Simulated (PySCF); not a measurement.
# Löwdin shares of the frontier orbitals

Species: Cu(NH3)I (singlet state).
Geometry (PBE0-D3(BJ)/def2-SVP, Å), atoms numbered from 1 in this order:
```xyz
6
CuH3IN angstrom
Cu    -0.007    0.005   -1.098
N      0.002   -0.002    0.859
H     -0.412    0.846    1.250
H      0.948   -0.068    1.237
H     -0.523   -0.789    1.243
I     -0.007    0.008   -3.492
```

Theory: TDDFT PBE0/def2-SVPD, vertical, gas phase, core orbitals frozen in the response, def2 core potentials past Kr (PySCF). Spin–orbit coupling is left out.

Frontier orbitals with the atoms that hold most of them (Löwdin shares over 4%, at most four atoms):

```json
{"orbital": "LUMO+2", "ε (eV)": "0.39", "atoms": "Cu1 64%, I6 16%, H4 6%, H5 6%"}
{"orbital": "LUMO+1", "ε (eV)": "0.39", "atoms": "Cu1 64%, I6 16%, H3 6%, N2 5%"}
{"orbital": "LUMO", "ε (eV)": "-1.09", "atoms": "Cu1 46%, N2 13%, H3 10%, H5 10%"}
{"orbital": "HOMO", "ε (eV)": "-6.04", "atoms": "I6 85%, Cu1 14%"}
{"orbital": "HOMO-1", "ε (eV)": "-6.04", "atoms": "I6 85%, Cu1 14%"}
{"orbital": "HOMO-2", "ε (eV)": "-6.84", "atoms": "Cu1 61%, I6 36%"}
{"orbital": "HOMO-3", "ε (eV)": "-7.71", "atoms": "Cu1 100%"}
```

Within 0.005 eV of a neighbour in this list lie HOMO-1/HOMO and LUMO+1/LUMO+2 (point group found: C3v); within a degenerate set the shares of single atoms can hang on how the components are chosen.

Question: How does S1 compare with the orbital gap of 4.95 eV?

Answer: S1 is at 3.99 eV (f = 0.0089), 0.96 eV below the gap, made of HOMO-1/HOMO→LUMO (≥94%). S1/S2 lie within about 0.01 eV of each other. Without the coupling terms of the response equations the lowest excitation would equal the gap.

For S1 the Löwdin share of copper is 14% in HOMO and 46% in LUMO.

Next come S2 at 3.99 eV (f 0.0089), HOMO-1/HOMO→LUMO (≥94%); S3 at 4.71 eV (f 0.032), HOMO-2→LUMO (95%); S4 at 5.06 eV (f 0.0000), HOMO-3→LUMO (94%); S5 at 5.06 eV (f 0.0000), HOMO-4→LUMO (94%).

Orbitals of the list HOMO-3 to LUMO+2 that lie within 0.01 eV of each other are written together with a slash and their weights summed (≥ marks a lower bound); for degenerate orbitals outside that list single weights are arbitrary.
